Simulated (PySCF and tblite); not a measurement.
Results of a calculation; reference values are marked as such.
C₄H₉FSi, numbered as in [F:1][C@@H:2]1[CH2:3][CH2:4][C@@H:5]1[SiH3:6].

The ensemble was built from 45 distance-geometry starts (ETKDG, MMFF94s, GFN2-xTB) and rests on GFN2-xTB geometries. Energies: B3LYP-D3(BJ)/pcSseg-1 (IEF-PCM, water), with GFN2-xTB thermal terms (modes under about 100 cm⁻¹ blended into free rotors). Symmetry numbers and mirror images are counted. Conformers within 2.5 kcal/mol (GFN2-xTB free energy) were kept, 6 at most. GIAO shieldings: B3LYP/pcSseg-1 (IEF-PCM, water). Shifts are against TMS (¹H), TMS (¹³C), TMS (²⁹Si) at the same level; of two unlike H on one atom, a is the less shielded. Codes: tblite and PySCF.

Task: What shifts does this protocol give at 298.15 K under fast conformational exchange?

Result: ¹H: 5.57 (H2, 1H), 3.72 (H6, 3H), 2.63 (H3a, 1H), 2.57 (H5, 1H), 2.46 (H3b, 1H), 1.99 (H4a, 1H), 1.66 (H4b, 1H) ppm. ¹³C: 95.7 (C2), 33.1 (C3), 29.5 (C5), 16.3 (C4) ppm. ²⁹Si: -75.2 (Si6) ppm.

Unscaled ²⁹Si shifts at such levels can be off by tens of ppm; differences between conformers or isomers are more reliable. Shifts are unscaled: against experiment ¹³C can be off by 15 ppm or more and ¹H by 0.8 ppm.
